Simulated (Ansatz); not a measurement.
Consider the ligand exchange at the Si–N bond: `O[SiH2]N[Si](O)(F)F` + `[SiH3][SeH]` → `O[SiH2][Se][SiH3]` + `N[Si](O)(F)F`.

Calculated with Ansatz (gas phase, PBE0-D4/def2-TZVP geometries, no zero-point term in ΔE). CCSD(T)/CBS adds triple-zeta CCSD(T) − MP2 to the extrapolated MP2 energy (def2 sets, frozen cores). Functionals use def2-TZVPP. For Se outer-core shells are correlated without core-valence functions, which leaves a few kJ/mol of doubt a bond. Scalar relativity is left out up to krypton. Each species was taken in one conformer, which may not be the lowest.

| level | ΔE (kcal/mol) |
| --- | --- |
| ωB97X-V | 0.6 |
| HF/def2-TZVPP | 2.3 |

Task: What does CCSD(T)/CBS give? (Estimate.)

Result: Computed: -0.3 kcal/mol. The listed levels differ from it by 0.9, 2.6 kcal/mol.

Largest T1 diagnostic among the species: 0.011.

In def2-TZVPP, CCSD(T) changes the Hartree–Fock value by −1.3 kcal/mol (the triples alone add −0.4 kcal/mol) and MP2 by −2.6 kcal/mol.
